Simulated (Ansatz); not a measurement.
Molecule: C3H5O, net charge 0, doublet state. It need not be the lowest isomer of its formula. 
Structure (B3LYP-D3(BJ)/def2-TZVP (Ansatz, an electronic-structure program) minimum search):
```xyz
9

C     -1.5629     0.0749    -0.0292
C     -0.3597    -0.4411    -0.7157
C      0.9559    -0.0973    -0.0618
O      1.0792     0.5467     0.9459
H     -1.4634     0.6541     0.8760
H     -2.5460    -0.1246    -0.4290
H     -0.2923    -0.0903    -1.7590
H     -0.3792    -1.5384    -0.8230
H      1.8474    -0.4935    -0.5920
```
Charge 0, spin multiplicity 2.

Parts of the frozen-core correlation energy in 6-31G* (Ansatz, hartree). Frozen orbitals: 4; correlated occupied orbitals by spin: 12 and 11; virtual: 54 and 55. Open shells are spin-unrestricted. No spin-orbit coupling. No relativistic terms.

```json
[
 {"term": "reference (HF)", "value": "-191.31873"},
 {"term": "MP2 opposite-spin", "value": "-0.39892"},
 {"term": "MP2 same-spin", "value": "-0.13504"},
 {"term": "CCSD correlation", "value": "-0.57062"},
 {"term": "(T)", "value": "-0.01745"},
 {"term": "T1 diagnostic", "value": "0.014"},
 {"term": "largest doubles amplitude", "value": "0.090"},
 {"term": "<S^2> of the reference", "value": "0.763"}
]
```
